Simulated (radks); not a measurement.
The promethium ion Pm2+, configuration [Xe] 4f4 6s1 (not the ground configuration). All-electron calculation, scalar-relativistic Kohn-Sham, LDA (Slater exchange, Perdew-Wang correlation), spin-unpolarised, spherical densities, point nucleus. Program: a radial shooting solver on a logarithmic mesh with Libxc functionals.

Normalised radial functions P(r) = r R(r), r in bohr:

r,4s,6s
0.00317,0.2273,0.0383
0.004296,0.2755,0.0463
0.005822,0.3233,0.0544
0.007828,0.3610,0.0607
0.01061,0.3762,0.0632
0.01426,0.3479,0.0584
0.01933,0.2503,0.0419
0.0262,0.0649,0.0106
0.03522,-0.1910,-0.0325
0.04774,-0.4644,-0.0783
0.06418,-0.6043,-0.1011
0.08698,-0.4441,-0.0724
0.1179,0.0817,0.0179
0.1585,0.6950,0.1192
0.2148,0.8691,0.1368
0.2911,0.1915,0.0040
0.3914,-0.9091,-0.1740
0.5304,-1.5339,-0.1851
0.7131,-1.2434,0.0470
0.9665,-0.5717,0.3066
1.31,-0.1456,0.2745
1.761,-0.0197,-0.0799
2.387,-0.0011,-0.4963
3.235,0.0000,-0.6411
4.349,0.0000,-0.4658
5.894,0.0000,-0.1896
7.924,0.0000,-0.0407
10.74,0.0000,-0.0036

4s: eigenvalue -339.62 eV, 3 radial nodes at r = 0.0284, 0.113, 0.307 bohr, <r> = 0.592 bohr, 90 % of the charge inside 0.851 bohr. 6s: eigenvalue -15.877 eV, 5 radial nodes at r = 0.0284, 0.112, 0.293, 0.680, 1.67 bohr, <r> = 3.43 bohr, 90 % of the charge inside 4.87 bohr.
